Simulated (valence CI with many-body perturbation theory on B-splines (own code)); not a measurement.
Energy levels of Sn XXXVIII

Method: configuration interaction combined with many-body perturbation theory (CI+MBPT): three valence electrons over a frozen Dirac-Fock core [Ne], radial functions for each j: 11 s, 11 p, 10 d, 8 f, 5 g, 2 h, with the one-electron correlation potential Σ1, the two-electron term Σ2, the three-electron term Σ3, Breit, model QED; selected CI, second order for the rest, scaled by the run's own slope (own B-spline code, finite nucleus).

The last digits are not significant, and no measured levels were compared; by estimate large intervals hold to a few tenths of a per cent, small ones and those within an open d or f shell to about a per cent.

Levels 91 to 135 of 154, with energies above the lowest level, (3s^2 3p1/2) J=1/2. "Leading %" is the weight of the configuration and term that name the level; weights of strongly mixed levels are sums over their largest components and can fall short. In the jj column 3d3/2^4 stands for four electrons in 3d with j = 3/2. Lifetimes count E1, E2, E3, M1 and M2 decay at the calculated energies, and are blank where another channel may lead or the interval is too uncertain; long ones can be off by a factor of two.

```tsv
No.	Configuration	Term	J	E (eV)	Leading %	Lifetime	g	Leading jj
91	3p 3d2	2G°	9/2	574.36	31	11.1 ps	1.094	3p1/2 3d3/2 3d5/2 (84 %)
92	3p 3d2	4D°	3/2	575.08	35	4.17 ps	1.101	3p1/2 3d3/2 3d5/2 (51 %)
93	3p 3d2	4D°	7/2	585.77	48	4.82 ps	1.284	3p1/2 3d5/2^2 (52 %)
94	3p 3d2	4F°	5/2	585.97	32	3.32 ps	1.138	3p1/2 3d3/2 3d5/2 (91 %)
95	3p 3d2	2H°	9/2	590.71	44	11.9 ps	1.057	3p1/2 3d5/2^2 (74 %)
96	3p 3d2	4D°	3/2	591.56	35	3.33 ps	1.311	3p1/2 3d3/2 3d5/2 (82 %)
97	3p 3d2	2G°	7/2	593.20	48	5.62 ps	1.015	3p1/2 3d3/2 3d5/2 (47 %)
98	3p 3d2	2F°	5/2	594.57	39	8.18 ps	1.110	3p1/2 3d5/2^2 (86 %)
99	3p 3d2	4P°	3/2	596.06	36	5.56 ps	1.443	3p1/2 3d5/2^2 (89 %)
100	3p 3d2	2P°	1/2	614.68	80	4.89 ps	0.654	3p1/2 3d5/2^2 (78 %)
101	3p 3d2	4F°	3/2	620.18	32	2.30 ps	0.863	3p3/2 3d3/2^2 (91 %)
102	3p 3d2	4G°	11/2	623.56	93	7.06 ps	1.255	3p3/2 3d5/2^2 (56 %)
103	3p 3d2	4F°	5/2	623.79	41	2.41 ps	1.065	3p3/2 3d3/2^2 (69 %)
104	3p 3d2	4F°	9/2	623.98	39	3.84 ps	1.203	3p3/2 3d3/2 3d5/2 (91 %)
105	3p 3d2	4F°	7/2	624.99	55	3.06 ps	1.174	3p3/2 3d3/2 3d5/2 (72 %)
106	3p 3d2	4D°	1/2	625.52	77	2.27 ps	0.272	3p3/2 3d3/2^2 (91 %)
107	3p 3d2	2F°	7/2	626.73	55	3.00 ps	1.160	3p3/2 3d3/2 3d5/2 (47 %)
108	3p 3d2	4D°	5/2	631.47	45	3.90 ps	1.329	3p3/2 3d3/2 3d5/2 (83 %)
109	3p 3d2	4D°	3/2	632.51	64	2.54 ps	1.185	3p3/2 3d3/2 3d5/2 (68 %)
110	3p 3d2	2S°	1/2	633.07	49	3.03 ps	1.917	3p3/2 3d3/2 3d5/2 (92 %)
111	3p 3d2	4D°	7/2	635.96	74	3.94 ps	1.329	3p3/2 3d3/2 3d5/2 (64 %)
112	3p 3d2	2F°	5/2	637.04	58	3.08 ps	1.041	3p3/2 3d3/2 3d5/2 (75 %)
113	3p 3d2	4S°	3/2	639.33	48	2.23 ps	1.730	3p3/2 3d3/2 3d5/2 (54 %)
114	3p 3d2	4P°	5/2	640.68	45	3.80 ps	1.394	3p3/2 3d5/2^2 (58 %)
115	3p 3d2	2G°	9/2	643.15	54	4.57 ps	1.128	3p3/2 3d5/2^2 (79 %)
116	3p 3d2	2H°	11/2	643.78	93	6.86 ps	1.099	3p3/2 3d3/2 3d5/2 (56 %)
117	3p 3d2	2G°	7/2	644.68	46	3.31 ps	1.075	3p3/2 3d3/2 3d5/2 (43 %)
118	3p 3d2	2D°	3/2	649.36	49	2.63 ps	0.992	3p3/2 3d3/2 3d5/2 (79 %)
119	3p 3d2	2F°	7/2	650.87	60	3.34 ps	1.137	3p3/2 3d3/2 3d5/2 (46 %)
120	3p 3d2	2P°	1/2	653.10	83	3.02 ps	0.726	3p3/2 3d5/2^2 (73 %)
121	3p 3d2	2D°	5/2	654.16	77	2.45 ps	1.146	3p3/2 3d3/2 3d5/2 (58 %)
122	3p 3d2	2G°	9/2	656.45	83	2.91 ps	1.130	3p3/2 3d3/2 3d5/2 (74 %)
123	3p 3d2	2F°	5/2	661.51	89	2.93 ps	0.888	3p3/2 3d3/2 3d5/2 (88 %)
124	3p 3d2	2D°	3/2	662.72	64	2.20 ps	1.011	3p3/2 3d3/2 3d5/2 (65 %)
125	3p 3d2	2P°	3/2	668.82	82	4.20 ps	1.298	3p3/2 3d5/2^2 (90 %)
126	3p 3d2	2F°	7/2	669.25	53	3.10 ps	1.060	3p3/2 3d5/2^2 (76 %)
127	3p 3d2	2D°	5/2	671.42	78	3.08 ps	1.190	3p3/2 3d5/2^2 (77 %)
128	3p 3d2	2P°	1/2	671.93	92	2.30 ps	0.662	3p3/2 3d3/2 3d5/2 (72 %)
129	3p 3d2	2P°	3/2	683.05	65	2.41 ps	1.226	3p3/2 3d5/2^2 (75 %)
130	3d3	4F	3/2	755.97	77	2.18 ps	0.514	3d3/2^3 (79 %)
131	3d3	4F	5/2	763.47	93	2.59 ps	1.035	3d3/2^2 3d5/2 (93 %)
132	3d3	4F	7/2	768.12	72	2.86 ps	1.146	3d3/2^2 3d5/2 (70 %)
133	3d3	2G	9/2	769.82	40	3.09 ps	1.130	3d3/2^2 3d5/2 (86 %)
134	3d3	4P	3/2	770.86	47	2.28 ps	1.358	3d3/2^2 3d5/2 (84 %)
135	3d3	4P	1/2	773.34	71	2.33 ps	2.097	3d3/2^2 3d5/2 (96 %)
```
